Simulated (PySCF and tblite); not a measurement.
Values are calculated unless marked as measured or tabulated.
C₇H₇FO, numbered as in [CH2:1]=[C:2]([F:3])[CH2:4][C:5]#[C:6][C:7]([CH3:8])=[O:9].

Geometries GFN2-xTB; weights from PBE0-D3(BJ)/def2-SVP (IEF-PCM, acetonitrile) energies and GFN2-xTB thermal corrections, with symmetry numbers and mirror pairs. Conformers within 3 kcal/mol (GFN2-xTB free energy) were kept, 6 at most. Run with PySCF (density fitting) and tblite.

Torsions listed: F3–C2–C4–C5. Of a mirror pair one member is shown.

| conformer | shape | symmetry | dipole D |
| --- | --- | --- | --- |
| 1 | 180° | Cs | 3.84 |
| 2 | -73° | C1 (pair) | 3.69 |

Question: Which of these conformers is the most populated at 298.15 K, and with what share?

Answer: Conformer 1, about 76 %.

Question: Give the DFT energies and free energies relative to the lowest, and all weights.

Answer: 
| conformer | shape | E(DFT) kcal/mol | G(298.15 K) kcal/mol | weight % |
| --- | --- | --- | --- | --- |
| 1 | 180° | 0.00 | 0.00 | 76.3 |
| 2 | -73° | 1.16 | 0.69 | 23.7 |

Question: How does its share change from 150 K to 400 K?

Answer: From 96 % to 65 %; the mixing entropy goes from 0.36 to 1.76 cal/(mol K).


Conformer gaps in def2-SVP on xTB geometries can be 2 kcal/mol too large for S=O, P=O and other polar bonds.